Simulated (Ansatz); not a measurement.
Isolated molecules relaxed with PBE0-D4/def2-TZVP in Ansatz; ΔE leaves out vibrations. CCSD(T)/CBS adds triple-zeta CCSD(T) − MP2 to the extrapolated MP2 energy (def2 sets, frozen cores). This one scheme is used for every species. DFT in def2-TZVPP. HSE06 is defined as in plane-wave codes. For Ge outer-core shells are correlated without core-valence functions, which leaves a few kJ/mol of doubt a bond. Scalar relativity is left out up to krypton. Each species was taken in one conformer, which may not be the lowest.

`C[O][Ge]([SH])([Cl])[Cl]` + H₂S → `[SH][Ge]([SH])([Cl])[Cl]` + CH₃OH  (ligand exchange at a Ge–O bond)

```
          level  ΔE (kJ/mol)
       HSE06-D4        -15.8
       BHLYP-D4         -6.7
       PBE-QIDH         -9.9
         revPBE        -17.8
        r2SCANh         -8.5
 MP2/def2-TZVPP         -3.9
CCSD/def2-TZVPP          0.3
  HF/def2-QZVPP          1.4
```

**Question.** What does CCSD(T)/CBS give? (Best estimate.)

**Answer.** Ansatz gave: -5.7 kJ/mol. The listed levels differ from it by -10.1, -1.0, -4.2, -12.1, -2.8, 1.8, 6.0, 7.1 kJ/mol.

Largest T1 diagnostic among the species: 0.011.

Leaving LDA and LC-ωPBE aside and taking each functional with its dispersion term where it has one, the values, not all of them listed here, spread over 14.4 kJ/mol, from HSE06-D4 to CAM-B3LYP-D4. LDA lies +5.3 kJ/mol from PBE without D4. From BLYP to BHLYP (50 % exact exchange), in def2-TZVPP and without D4, ΔE moves by +3.0 kJ/mol.
